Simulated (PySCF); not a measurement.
## Exercise with solution: oscillator strength and radiative lifetime

4-thiophen-2-ylbenzaldehyde (C₁₁H₈OS), SMILES c1(-c2sccc2)ccc(C=O)cc1.

Geometry: B3LYP-D3(BJ)/def2-SVP. Other conformers were not sampled.

PySCF 2.14.0 with TDA-PBE/def2-SVP puts the first singlet state with f over 0.02 at 3.65 eV (vertical), with the transition dipole (2.564, 0.110, -0.209) in atomic units.

Problem. Find the oscillator strength, the wavelength and the radiative lifetime that this transition would have in vacuum if emission retraced absorption.

Solution. 
|μ|² = 6.6299 au, so |μ| = 6.54 D. ΔE = 3.65/27.211 = 0.1341 hartree. f = (2/3) ΔE |μ|² = 0.593 (the program prints 0.594).
λ = 1239.84/3.65 = 340 nm; ν = 29439 cm⁻¹.
Einstein's coefficient A = 0.6670 ν² f s⁻¹ (ν in cm⁻¹) = 3.4e8 s⁻¹, so τ = 1/A = 2.9 ns. This state is S2; the lower singlet has f = 0.000. The figure is the radiative limit of this one transition; relaxation, internal conversion, crossing to triplets and a medium change what is measured.
